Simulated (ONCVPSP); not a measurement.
# What one change does to a pseudopotential (Sr, ONCV)

| Property | Result |
| --- | --- |
| Element | strontium |
| Generator | ONCVPSP 4.0.1 |
| Type | optimised norm-conserving Vanderbilt (ONCV) |
| Functional | PBEsol |
| Relativity | scalar-relativistic |
| Frozen core | [Kr] |
| Valence charge | 2 |
| Reference configuration | 5s2 |
| Partial waves | 5s: rc 3.70 bohr, ncon 4, nbas 8, qcut 2.2 1/bohr, 1 projector; p scattering state at 0.31 Ha: rc 3.80 bohr, ncon 4, nbas 8, qcut 2.4 1/bohr, 2 projectors, debl 1.3 Ha; d scattering state at 0.23 Ha: rc 3.25 bohr, ncon 3, nbas 7, qcut 3.5 1/bohr, 2 projectors, debl 1.7 Ha; f scattering state at 0.27 Ha: rc 2.95 bohr, ncon 4, nbas 7, qcut 4 1/bohr, 2 projectors, debl 0.4 Ha |
| Local potential | polynomial inside 2.75 bohr (lpopt 5, dvloc0 4 Ha) |
| Core correction | Teter function, fcfact 4, rcfact 1.45 |

In the p channel the program set the typed energies aside and used 0.050, 1.350 Ha. In the d channel the program set the typed energies aside and used -0.047, 1.653 Ha.

All-electron outer shells of the reference configuration (PBEsol, scalar-relativistic, ld1.x):

| shell | level (eV) | outermost node (bohr) | outermost maximum (bohr) |
| --- | --- | --- | --- |
| 5s | -3.54 | 1.65 | 3.67 |

Change: s: qcut 1.6; p: qcut 1.7; d: qcut 2.5; f: qcut 2.8.

Cutoffs: the cutoffs (Ha) at which the residual kinetic energy of the hardest occupied pseudo-wave falls to 1 and 0.1 mHa per electron; they do not see the model core or the augmentation charge, which bear on the density cutoff. Errors are all-electron minus pseudo energies relative to the spin-unpolarised reference configuration.

Problem. How do hardness, ghosts and transferability respond?

Solution. The potential gets harder (1.5 Ha and 2.3 Ha → 1.6 Ha and 9.0 Ha); a bound ghost appears in p, s, which as a rule spoils a file; of the 4 tests that both files solve, the error grows in 1 and shrinks in 0 by more than 15 % and 0.3 meV (median size 9.9 → 14.5 meV).

| quantity | base | changed |
| --- | --- | --- |
| cutoff, loose | 1.5 Ha | 1.6 Ha |
| cutoff, tight | 2.3 Ha | 9.0 Ha |
| bound ghosts | none | s, p |
| GHOST(+) flags under 300 eV | p at 190.9 eV, s at 232.9 eV | s at 133.6 eV |
| error for 5s1, meV [ΔE 5.90 eV] | -39 | -41 |
| error for 5s1.5, meV [ΔE 2.35 eV] | -6.1 | -6.5 |
| error for 5s1 5p1, meV [ΔE 2.31 eV] | -14 | -16 |
| error for 4d0.5 5s1.5, meV [ΔE 1.15 eV] | +4.7 | +13 |
| s: phases at 3.76 bohr within 0.05 rad from the reference energy up to (Ha; the scan ends near 5) | 1.0 | 0.9 |
| p: phases at 3.85 bohr within 0.05 rad from the reference energy up to (Ha; the scan ends near 5) | 3.4 | 3.3 |
| d: phases at 3.29 bohr within 0.05 rad from the reference energy up to (Ha; the scan ends near 5) | 0.6 | 0.6 |
| f: phases at 2.99 bohr within 0.05 rad from the reference energy up to (Ha; the scan ends near 5) | 2.0 | 2.1 |
| rms error of d²Exc/dni dnj with the model core, mHa | 2.80 | 3.01 |

Base: The cutoffs count occupied waves only; projector 2 of the d channel, the hardest unoccupied one, needs 18 Ha at the loose tolerance. Changed file: The cutoffs count occupied waves only; projector 2 of the d channel, the hardest unoccupied one, needs 23 Ha at the loose tolerance. A true bound ghost makes a file unfit for plane-wave use even where its test errors are small: the radial tests pick states by their node count and pass the ghost by.
